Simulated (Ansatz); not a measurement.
Consider the formal loss of a carbene: `CB(F)CO` → `[CH2]` (triplet) + `OCBF`.

Program: Ansatz. Geometries: PBE0-D4/def2-TZVP. ΔE: electronic, gas phase. CCSD(T)/CBS is the MP2 limit (def2-TZVPP, def2-QZVPP) plus CCSD(T) − MP2 in def2-TZVPP, frozen cores. This one scheme is used for every species. Functionals use def2-TZVPP. Triplets are unrestricted, without spin–orbit coupling. Each species was taken in one conformer, which may not be the lowest.

CCSD(T)/CBS gives +485.6 kJ/mol.

Q: Another level gave +476.8 kJ/mol. Which?
A. CCSD/def2-TZVPP
B. ωB97X-V/def2-TZVPP
C. ωB97M-V/def2-TZVPP
D. B2PLYP/def2-TZVPP

A: D. B2PLYP 476.8, ωB97X-V 496.4, CCSD/def2-TZVPP 464.4, ωB97M-V 490.3 kJ/mol.

Largest T1 diagnostic among the species: 0.012.

In def2-TZVPP, CCSD(T) changes the Hartree–Fock value by +135.7 kJ/mol (the triples alone add +10.5 kJ/mol) and MP2 by +148.3 kJ/mol. From PBE to PBE0 (25 % exact exchange), in def2-TZVPP and without D4, ΔE moves by −6.7 kJ/mol. The D4 term adds +8.5 kJ/mol with B3LYP and +4.7 kJ/mol with PBE0; it sums over pairs of atoms, weighted by their polarisabilities, and B3LYP, whose exchange is more repulsive, gets the larger term.

CCSD(T)/CBS has its own doubt, a few kJ/mol and more with outer-core shells, so smaller differences from it don't rank the levels.

B3LYP here is the variant with VWN-RPA as its local correlation; programs differ in this.
